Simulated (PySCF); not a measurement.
**Ionisation energy of Pm⁴⁶⁺ by level of theory**

Pm⁴⁶⁺ [Ne] 3s2 3p3 [3p1/2^2 3p3/2^1, M_J = 3/2] → Pm⁴⁷⁺ [Ne] 3s2 3p2 [3p1/2^2, M_J = 0], as a difference of total energies. Computed with PySCF 2.14 in an uncontracted even-tempered set (18 s from 11 bohr⁻², ratio 2.4; 14 p from 15 bohr⁻², ratio 2.4; 4 d from 52 bohr⁻², ratio 2.6; 4 f from 77 bohr⁻², ratio 2.6), with the two-component X2C-1e Hamiltonian. Correlated levels: 1s2 frozen; the 54 highest virtual spinors dropped. "Screened" scales the spin-orbit matrix elements by Boettger's factors to mimic the two-electron term; Breit and QED terms are absent.

| method | ionisation energy (eV) |
| --- | --- |
| GHF (spin-free) | 3874.4 |
| GMP2 (spin-free) | 3874.8 |
| GHF (screened spin-orbit) | 3817.7 |
| GMP2 (screened spin-orbit) | 3818.0 |

Breit and QED terms and the two-electron picture change are absent.

The spin-free rows relax to the high-spin LS determinant and lack the spin-orbit shift.

The labels give the starting determinants; with spin-orbit coupling the two ends relaxed to ⟨J²⟩ = 3.75, ⟨L²⟩ = 2.46, ⟨S²⟩ = 1.55 and ⟨J²⟩ = 0.00, ⟨L²⟩ = 1.34, ⟨S²⟩ = 1.34.

For comparison: 3816 ± 4 eV (theoretical estimate listed by NIST; NIST Atomic Spectra Database, ionization energies).
